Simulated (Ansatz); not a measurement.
A nudged elastic band was laid between two geometries of ClH3OSn + H2O (9 atoms, charge 0, multiplicity 1).

The calculation used RKS PBE0/def2-SVP in Ansatz.

- movable images: 5
- climbing image: yes
- spring: 5.0 eV/Å²
- optimiser: quadratic models (default)
- start path: through a guess of the saddle point
- force threshold: 0.05 eV/Å
- iteration limit: 60
- end points: relaxed

Initial state:

```xyz
9
Properties=species:S:1:pos:R:3
Sn 0.040 -0.321 0.313
H -0.306 -0.649 1.946
H 1.593 -0.305 -0.374
Cl -1.221 1.617 -0.322
O -0.803 -1.748 -0.785
H -1.752 -1.832 -0.638
O 1.167 1.787 1.585
H 1.948 2.140 1.142
H 0.446 2.358 1.278
```

Final state:

```xyz
9
Properties=species:S:1:pos:R:3
Sn 0.588 0.272 -0.703
H -0.880 0.049 3.160
H 1.809 -0.288 -1.738
Cl -0.699 1.969 -1.698
O -0.559 -1.243 -0.208
H -1.073 -1.057 0.588
O 1.252 1.078 0.976
H 0.977 2.000 1.058
H -0.304 0.269 2.709
```

Task: What changes between the two ends?

Result: Bonds broken: Sn1–H2, O7–H9. Bonds formed: Sn1–O7, H2–H9. ClH3OSn + H2O becomes ClH3O2Sn + H2.

Task: What energy profile does the band end with?

Result: The forces met the threshold. The highest image is number 3 of 0 to 6, 164.2 kJ/mol above the first end and 121.5 kJ/mol above the last; the last end lies 42.7 kJ/mol above the first. Neighbouring images differ by up to 1.4 eV, so the band resolves the path poorly. A vibrational analysis at the climbing image gives one clearly imaginary mode, 1289i cm⁻¹: a first-order saddle point. The orbitals stay closed-shell, which can raise the energy where a bond breaks towards radicals; this wasn't checked here.

```tsv
image	path coordinate (Å)	energy (kJ/mol)	Sn1–H2 (Å)	O7–H9 (Å)	Sn1–O7 (Å)
0	0.00	0.0	1.70	0.97	2.71
1	1.74	13.2	1.71	0.96	2.74
2	3.48	27.8	1.71	0.96	2.77
3	5.23	164.2	2.06	1.24	2.14
4	6.69	54.8	3.26	2.20	1.98
5	8.14	45.1	3.74	2.51	1.98
6	9.59	42.7	4.14	2.47	1.98
```

Task: What is the geometry of the highest image?

Result: 
```xyz
9
Properties=species:S:1:pos:R:3
Sn 0.148 0.345 -0.229
H -0.875 0.599 1.538
H 1.498 0.301 -1.270
Cl -1.426 1.747 -1.277
O -0.338 -1.566 -0.115
H -1.106 -1.707 0.451
O 1.142 1.256 1.429
H 2.042 1.145 1.769
H 0.025 0.930 1.850
```

Run time: 9.9 min on 2 threads of Arm Neoverse V1, with other jobs on the host, peak memory 0.22 GiB.
